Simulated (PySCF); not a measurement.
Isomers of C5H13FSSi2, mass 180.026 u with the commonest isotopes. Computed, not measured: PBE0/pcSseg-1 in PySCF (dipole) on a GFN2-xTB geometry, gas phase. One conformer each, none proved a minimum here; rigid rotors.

Question: Order these by radius of gyration √(Σ m r²/M), smallest first.
A. `[CH3:1][CH2:2]/[C:3](=[CH:4]/[SiH2:5][CH2:6][F:7])[S:8][SiH3:9]` with C1–C2–C3–C4 -2°, C3–C4–Si5–C6 176°, C4–Si5–C6–F7 59°, C2–C3–S8–Si9 67°
B. `[CH3:1][C@@H:2]1[SiH2:3][S:4][CH2:5][C@:6]1([F:7])[CH2:8][SiH3:9]` with C5–C6–C8–Si9 58°, C1–C2–Si3–S4 -151°, C2–Si3–S4–C5 -4°, Si3–S4–C5–C6 32°, S4–C5–C6–F7 -171°
C. `[CH3:1]/[CH:2]=[CH:3]\[C@H:4]([F:5])[SiH2:6][S:7][CH2:8][SiH3:9]` with C2–C3–C4–F5 -150°, C3–C4–Si6–S7 -62°, C4–Si6–S7–C8 82°, Si6–S7–C8–Si9 -173°
D. `[CH3:1][S:2][CH2:3][Si@H:4]([SiH2:5][F:6])[CH:7]1[CH2:8][CH2:9]1` with C1–S2–C3–Si4 -176°, S2–C3–Si4–Si5 65°, C3–Si4–Si5–F6 71°, C3–Si4–C7–C8 -102°

Answer: B (2.257 Å), C (2.554 Å), D (2.592 Å), A (2.705 Å).

Question: Order these by rotational constant B, largest first.
A. `[CH3:1][S:2][CH2:3][Si@H:4]([SiH2:5][F:6])[CH:7]1[CH2:8][CH2:9]1` with C1–S2–C3–Si4 -176°, S2–C3–Si4–Si5 65°, C3–Si4–Si5–F6 71°, C3–Si4–C7–C8 -102°
B. `[CH3:1]/[CH:2]=[CH:3]\[C@H:4]([F:5])[SiH2:6][S:7][CH2:8][SiH3:9]` with C2–C3–C4–F5 -150°, C3–C4–Si6–S7 -62°, C4–Si6–S7–C8 82°, Si6–S7–C8–Si9 -173°
C. `[CH3:1][CH2:2]/[C:3](=[CH:4]/[SiH2:5][CH2:6][F:7])[S:8][SiH3:9]` with C1–C2–C3–C4 -2°, C3–C4–Si5–C6 176°, C4–Si5–C6–F7 59°, C2–C3–S8–Si9 67°
D. `[CH3:1][C@@H:2]1[SiH2:3][S:4][CH2:5][C@:6]1([F:7])[CH2:8][SiH3:9]` with C5–C6–C8–Si9 58°, C1–C2–Si3–S4 -151°, C2–Si3–S4–C5 -4°, Si3–S4–C5–C6 32°, S4–C5–C6–F7 -171°

Answer: D (798.4 MHz), A (706.9 MHz), B (574.4 MHz), C (511.8 MHz).

Question: Order these by out-of-plane moment Σ m c² = (Ia + Ib − Ic)/2, largest first.
A. `[CH3:1][C@@H:2]1[SiH2:3][S:4][CH2:5][C@:6]1([F:7])[CH2:8][SiH3:9]` with C5–C6–C8–Si9 58°, C1–C2–Si3–S4 -151°, C2–Si3–S4–C5 -4°, Si3–S4–C5–C6 32°, S4–C5–C6–F7 -171°
B. `[CH3:1][CH2:2]/[C:3](=[CH:4]/[SiH2:5][CH2:6][F:7])[S:8][SiH3:9]` with C1–C2–C3–C4 -2°, C3–C4–Si5–C6 176°, C4–Si5–C6–F7 59°, C2–C3–S8–Si9 67°
C. `[CH3:1][S:2][CH2:3][Si@H:4]([SiH2:5][F:6])[CH:7]1[CH2:8][CH2:9]1` with C1–S2–C3–Si4 -176°, S2–C3–Si4–Si5 65°, C3–Si4–Si5–F6 71°, C3–Si4–C7–C8 -102°
D. `[CH3:1]/[CH:2]=[CH:3]\[C@H:4]([F:5])[SiH2:6][S:7][CH2:8][SiH3:9]` with C2–C3–C4–F5 -150°, C3–C4–Si6–S7 -62°, C4–Si6–S7–C8 82°, Si6–S7–C8–Si9 -173°

Answer: A (105.43 u·Å²), C (72.75 u·Å²), D (68.54 u·Å²), B (58.23 u·Å²).

| SMILES | point group | Ia (u·Å²) | Ib (u·Å²) | Ic (u·Å²) | κ | μa (D) | μb (D) | μc (D) |
| --- | --- | --- | --- | --- | --- | --- | --- | --- |
| CC/C(=C/[SiH2]CF)S[SiH3] | C1 | 388.56 | 987.36 | 1259.47 | -0.75 | 2.12 | 0.18 | 2.10 |
| C/C=C\[C@H](F)[SiH2]SC[SiH3] | C1 | 363.02 | 879.91 | 1105.86 | -0.75 | 1.30 | 1.32 | 0.70 |
| C[C@@H]1[SiH2]SC[C@]1(F)C[SiH3] | C1 | 389.19 | 632.96 | 811.29 | -0.48 | 0.84 | 1.47 | 0.83 |
| CSC[Si@H]([SiH2]F)C1CC1 | C1 | 567.04 | 714.92 | 1136.47 | 0.17 | 0.79 | 2.07 | 0.44 |
